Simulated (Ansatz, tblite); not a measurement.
Removing and adding an electron: `COc1ccc(-c2ccc(-c3ccc(-c4ccc(-c5ccc(C(F)=C(F)F)cc5)s4)s3)s2)cc1`. Charge 0, multiplicity 1. Geometry: PBE-D4/def2-SVP. Ansatz, gas phase; energy differences of separate SCF runs; the oxidised species was run as a doublet alone; the reduced species was run as a doublet alone.

Cartesian coordinates in Å:
```
C 5.059 -1.364 -10.418
O 5.024 -0.361 -9.420
C 4.379 -0.630 -8.254
C 4.382 0.400 -7.288
C 3.751 0.216 -6.061
C 3.085 -0.996 -5.742
C 2.421 -1.195 -4.456
C 1.962 -2.376 -3.873
C 1.361 -2.191 -2.605
C 1.345 -0.860 -2.186
C 0.824 -0.290 -0.969
C 0.974 1.005 -0.464
C 0.313 1.209 0.769
C -0.358 0.078 1.237
C -1.136 -0.089 2.438
C -1.696 -1.251 2.976
C -2.413 -1.027 4.174
C -2.419 0.306 4.587
C -3.048 0.905 5.758
C -3.997 0.181 6.526
C -4.609 0.739 7.646
C -4.305 2.062 8.056
C -4.910 2.714 9.214
F -4.504 3.984 9.460
C -5.830 2.228 10.087
F -6.355 1.010 10.025
F -6.309 2.922 11.104
C -3.360 2.791 7.294
C -2.749 2.224 6.177
S -1.523 1.289 3.446
S -0.169 -1.251 0.109
S 2.077 0.164 -3.404
C 3.088 -2.013 -6.724
C 3.724 -1.845 -7.959
H 5.631 -0.943 -11.266
H 4.039 -1.635 -10.771
H 5.569 -2.287 -10.061
H 4.899 1.340 -7.529
H 3.783 1.028 -5.318
H 2.085 -3.359 -4.346
H 0.962 -3.009 -1.989
H 1.566 1.773 -0.980
H 0.330 2.157 1.325
H -1.571 -2.238 2.509
H -2.902 -1.829 4.744
H -4.273 -0.839 6.226
H -5.341 0.141 8.204
H -3.105 3.816 7.594
H -2.007 2.816 5.617
H 2.563 -2.960 -6.527
H 3.694 -2.663 -8.691
```

The xTB rows come from tblite. Single mean-field runs in def2-SVP are fitted with def2-universal-jkfit.

Question: Estimate orbital energies and vertical ionisation energies and electron affinities at: GFN1-xTB; GFN2-xTB; PBE-D4/def2-SVP; PBE0-D4/def2-SVP.

Answer: 
| level | −HOMO (eV) | vertical IE (eV) | −LUMO (eV) | vertical EA (eV) | HOMO–LUMO gap (eV) | IE − EA (eV) | remarks |
| --- | --- | --- | --- | --- | --- | --- | --- |
| GFN1-xTB | 10.43 | 11.95 | 8.82 | 7.31 | 1.61 | 4.64 | – |
| GFN2-xTB | 9.75 | 11.25 | 8.21 | 6.73 | 1.54 | 4.52 | – |
| PBE-D4/def2-SVP | 4.47 | 5.93 | 2.75 | 1.36 | 1.72 | 4.58 | HOMO above zero (-1 doublet) |
| PBE0-D4/def2-SVP | 5.27 | 6.29 | 2.26 | 1.31 | 3.01 | 4.98 | – |

   A HOMO above zero means that the electron is unbound at that level or that self-interaction error raises the level; the energy of removing that electron tells which. Raw xTB energy differences between charge states are shifted by several eV; the methods need an empirical correction for them. Sets without diffuse functions give affinities that are too small.
